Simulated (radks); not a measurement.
Rh6+, configuration [Ar] 3d10 4s1.5 4p6 4d3 5s0.5 (fractional occupations, a model configuration).

Calculated with a radial shooting solver on a logarithmic mesh with Libxc functionals: Dirac Kohn-Sham, PBE, spin-unpolarised, spherical densities, point nucleus; open shells are shared between the two j in proportion to 2j + 1.

Energy parts (eV):
| part | energy |
|---|---|
| total | -129904.974 |
| kinetic | 135451.491 |
| electron-nucleus | -310683.844 |
| Hartree | 49011.107 |
| exchange-correlation | -3683.729 |

Orbitals (lengths in bohr, moments of r in powers of bohr):
\begin{tabular}{lrrrrr}
orbital & occ. & eigenvalue (eV) & <1/r> & <r> & <r^4> \\ \hline
1s1/2 & 2 & -23127.26 & 47.06 & 0.03263 & 5.366e-06 \\
2s1/2 & 2 & -3438.891 & 10.79 & 0.1416 & 0.0009674 \\
2p1/2 & 2 & -3191.401 & 10.77 & 0.1203 & 0.0006349 \\
2p3/2 & 4 & -3046.785 & 10.17 & 0.1252 & 0.0007231 \\
3s1/2 & 2 & -696.0847 & 3.748 & 0.3900 & 0.04668 \\
3p1/2 & 2 & -599.2817 & 3.651 & 0.3825 & 0.04691 \\
3p3/2 & 4 & -574.3291 & 3.508 & 0.3932 & 0.05209 \\
3d3/2 & 4 & -403.1702 & 3.337 & 0.3673 & 0.04916 \\
3d5/2 & 6 & -398.2381 & 3.300 & 0.3708 & 0.05082 \\
4s1/2 & 1.5 & -175.4534 & 1.461 & 0.9457 & 1.483 \\
4p1/2 & 2 & -144.6964 & 1.360 & 1.001 & 1.935 \\
4p3/2 & 4 & -140.2514 & 1.320 & 1.024 & 2.119 \\
4d3/2 & 1.2 & -91.5664 & 1.105 & 1.189 & 4.241 \\
4d5/2 & 1.8 & -90.9066 & 1.097 & 1.197 & 4.351 \\
5s1/2 & 0.5 & -66.3797 & 0.6522 & 2.050 & 30.36 \\
\end{tabular}

The highest occupied level is 5s1/2 at -66.380 eV. The density falls to 0.001 e/bohr^3 at r = 3.00 bohr.
